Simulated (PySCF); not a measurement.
Potential energy of KNa⁺ along the bond

Set-up: basis K 6-31G(d,p), Na 6-31G(d,p); no relativity; PySCF 2.14. Energies in eV from K⁺ + Na in their ground configurations at the same level. State: ²Σ⁺ (doublet), unpaired electrons σ ↑.

All columns are PBE0. A positive dipole points towards Na; it is taken about the centre of mass and depends on that origin.

```
R (Å)  E (eV)  μ (D)  Mulliken charge on K (basis-dependent)  HOMO (eV)  LUMO (eV)  Mayer bond order  ⟨S²⟩
3.539  -0.485  -0.23                                    0.45      -7.97      -5.53              0.50  0.75
3.704  -0.532  -0.23                                    0.47      -7.86      -5.43              0.50  0.75
3.868  -0.559  -0.26                                    0.49      -7.75      -5.33              0.50  0.75
3.992  -0.569  -0.29                                    0.51      -7.67      -5.25              0.50  0.75
4.115  -0.572  -0.33                                    0.53      -7.58      -5.18              0.50  0.75
4.239  -0.569  -0.39                                    0.54      -7.50      -5.11              0.50  0.75
4.403  -0.558  -0.49                                    0.57      -7.40      -5.02              0.49  0.75
4.609  -0.536  -0.64                                    0.60      -7.27      -4.92              0.48  0.75
4.856  -0.501  -0.86                                    0.63      -7.12      -4.92              0.47  0.75
5.185  -0.447  -1.23                                    0.66      -6.94      -4.99              0.45  0.75
```

A fit through these points gives, at Re = 4.112 Å, μ = -0.33 D and dμ/dR = -0.418 D/Å; the reduced mass is 14.46 u.

**Question.** How strong is the fundamental in the double-harmonic approximation, I = 42.26·(dμ/dR)²/μred km/mol?

**Answer.** I = 42.26·(-0.418)²/14.46 = 0.511 km/mol at PBE0.

For an ion De counts to the pair picked by the measured ionisation energies or electron affinities, which need not be the lowest pair at this level. The state was picked by a PBE0 search and need not be the measured ground state.
